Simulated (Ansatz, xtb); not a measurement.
System: MgI (charge 0, doublet). 
Coordinates optimised at B3LYP-D3(BJ)/def2-TZVP (Ansatz, a first-principles code):
SMILES: [I][Mg]
```xyz
2

Mg     0.0000     0.0000    -2.1254
I      0.0000     0.0000     0.4812
```
Charge 0, spin multiplicity 2.

Harmonic wavenumbers from GFN2-xTB (xtb, at its own minimum), cm⁻¹: 286.

Task: Give the harmonic wavenumbers at B3LYP-D3(BJ)/def2-TZVP (Ansatz, finite differences of forces, unscaled).

Result: 297 cm⁻¹. Zero-point energy 0.4 kcal/mol.

Task: From these and the geometry, give the ideal-gas thermochemistry at 298.15 K and 1 atm (rigid rotor, harmonic oscillator).

Result: Point group C∞v, rotational symmetry number 1. Rotational constants 3.646, 3.646 GHz. S(trans) 40.95, S(rot) 16.77, S(vib) 1.43, S(elec, spin only) 1.38, S 60.5 cal/(mol K). H(298) - H(0) 2.34 kcal/mol; G - E(el) -15.3 kcal/mol.
